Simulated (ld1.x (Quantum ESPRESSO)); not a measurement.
## Reading a pseudo-wave (iodine (I))

Columns: radius, all-electron u(r) and pseudo u(r) of the 4d shell (level -50.33 eV) of iodine in the configuration [Kr] 4d10 5s2 5p5; LDA (PZ), scalar-relativistic, PAW scheme, ld1.x (Quantum ESPRESSO) 7.5.

| r (bohr) | all-electron | pseudo |
| --- | --- | --- |
| 0.115 | 0.4603 | -0.0100 |
| 0.230 | 0.5574 | -0.0746 |
| 0.345 | 0.0441 | -0.2224 |
| 0.460 | -0.5305 | -0.4422 |
| 0.575 | -0.9219 | -0.6875 |
| 0.690 | -1.1070 | -0.8967 |
| 0.805 | -1.1394 | -1.0195 |
| 0.920 | -1.0798 | -1.0375 |
| 1.035 | -0.9736 | -0.9679 |
| 1.150 | -0.8502 | -0.8512 |
| 1.265 | -0.7264 | -0.7264 |
| 1.380 | -0.6112 | -0.6112 |
| 1.495 | -0.5086 | -0.5086 |
| 1.610 | -0.4198 | -0.4198 |
| 1.725 | -0.3443 | -0.3443 |
| 1.840 | -0.2811 | -0.2811 |
| 1.955 | -0.2286 | -0.2286 |
| 2.070 | -0.1854 | -0.1854 |
| 2.185 | -0.1500 | -0.1500 |
| 2.300 | -0.1211 | -0.1211 |
| 2.415 | -0.0976 | -0.0976 |
| 2.530 | -0.0786 | -0.0786 |
| 2.645 | -0.0633 | -0.0633 |
| 2.760 | -0.0509 | -0.0509 |
| 2.875 | -0.0409 | -0.0409 |
| 2.990 | -0.0328 | -0.0328 |

Task: How many radial nodes do the two functions have?

Result: The all-electron 4d function has n − l − 1 = 1; the pseudo-wave has 0, since the states of the same l below it are removed with the core.

Task: At about which radius was the pseudo-wave matched?

Result: 1.30 bohr, where the columns begin to agree (steps of 0.12 bohr).

Task: Is the pseudo-wave norm-conserving?

Result: No, it belongs to a PAW set: the norm inside the radius is not constrained, and the difference is carried by the augmentation charge.
